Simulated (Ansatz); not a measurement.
Reaction (atomization): `C[C@H]1N[Si@H]1C` → 3 C• + 9 H• + N• + Si•

Program: Ansatz. Geometries: PBE0-D4/def2-TZVP. ΔE: electronic, gas phase. CCSD(T)/CBS is the MP2 limit (def2-TZVPP, def2-QZVPP) plus CCSD(T) − MP2 in def2-TZVPP, frozen cores. This one scheme is used for every species, atoms too. DFT in def2-TZVPP. B3LYP here is the variant with VWN-RPA as its local correlation; programs differ in this. No spin–orbit coupling; open shells (•) take unrestricted orbitals. Spin–orbit coupling would lower the free atoms: a little for C, Si.

`C[C@H]1N[Si@H]1C`:

Cartesian coordinates in Å:
```
C -1.146 1.418 0.635
C -0.975 0.412 -0.470
N 0.251 0.591 -1.316
Si 0.249 -0.953 -0.548
C 1.571 -1.289 0.710
H -0.221 1.542 1.202
H -1.418 2.401 0.234
H -1.931 1.105 1.328
H -1.893 0.236 -1.036
H 0.095 0.761 -2.299
H -0.121 -2.152 -1.343
H 1.770 -0.391 1.297
H 1.269 -2.092 1.386
H 2.500 -1.592 0.219
```

```csv
level,ΔE (eV),difference from CCSD(T)/CBS
PBE-D4,55.12,1.03
B3LYP-D4,54.21,0.12
ωB97X-V,54.35,0.26
ωB97M-V,54.34,0.25
B2PLYP,53.57,-0.52
PBE,54.84,0.75
r2SCAN,54.12,0.03
PBE0,54.12,0.03
B3LYP,53.75,-0.34
HF/def2-TZVPP,39.46,-14.63
SCS-MP2/def2-TZVPP,53.24,-0.85
CCSD/def2-TZVPP,51.97,-2.12
SCS-MP2/def2-QZVPP,54.18,0.09
HF/CBS(def2),39.56,-14.53
MP2/CBS(def2),54.63,0.54
CCSD/CBS(def2),53.36,-0.73
CCSD(T)/CBS,54.09,0
```

Largest T1 diagnostic among the species: 0.012.

In def2-TZVPP, CCSD(T) changes the Hartree–Fock value by +13.24 eV (the triples alone add +0.73 eV) and MP2 by +13.78 eV; breaking electron pairs costs correlation energy, which Hartree–Fock lacks. The D4 term adds +0.46 eV with B3LYP and +0.24 eV with PBE0; it sums over pairs of atoms, weighted by their polarisabilities, and B3LYP, whose exchange is more repulsive, gets the larger term. From PBE to PBE0 (25 % exact exchange), in def2-TZVPP and without D4, ΔE moves by −0.71 eV: exact exchange takes away binding that semilocal exchange gives to molecules.

For atomizations the MP2-based limit and the directly extrapolated one differ by several kJ/mol either way, and by 10 to 25 for some Ge, Se and Sn compounds, so smaller differences from it don't rank the levels.
